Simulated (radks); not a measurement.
Initial-state core-level shifts of the indium ion In3+ when its valence configuration changes from [Kr] 4d10. Method: scalar-relativistic Kohn-Sham, PBEsol, spin-polarised, spherical densities, finite nucleus; open shells are filled with parallel spins first (spin-orbit coupling, left out, can overturn this in heavy ions); Fermi nuclear charge, rms radius 4.6156 fm; computed with a radial shooting solver on a logarithmic mesh with Libxc functionals. Shifts are changes of the shell-averaged eigenvalues in eV (positive: less bound); the change of the density at the nucleus, which sets a Mossbauer isomer shift, is in e/bohr^3, on a base of 1.792e+05.

[
 {"valence": "4d8 5p2", "2s": "-16.919", "3s": "-16.378", "3p": "-16.378", "4s": "-14.421", "density at nucleus": "+13.85"},
 {"valence": "4d9 5p1", "2s": "-8.363", "3s": "-8.127", "3p": "-8.127", "4s": "-7.254", "density at nucleus": "+6.39"},
 {"valence": "4d9 5s1", "2s": "-7.036", "3s": "-6.774", "3p": "-6.775", "4s": "-5.907", "density at nucleus": "+55.30"},
 {"valence": "4d8 5s2", "2s": "-14.489", "3s": "-13.897", "3p": "-13.899", "4s": "-11.976", "density at nucleus": "+117.88"},
 {"valence": "4d7 5s2 5p1", "2s": "-23.460", "3s": "-22.488", "3p": "-22.490", "4s": "-19.281", "density at nucleus": "+135.00"},
 {"valence": "4d9.5 5s0.5", "2s": "-3.483", "3s": "-3.360", "3p": "-3.361", "4s": "-2.948", "density at nucleus": "+26.60"}
]
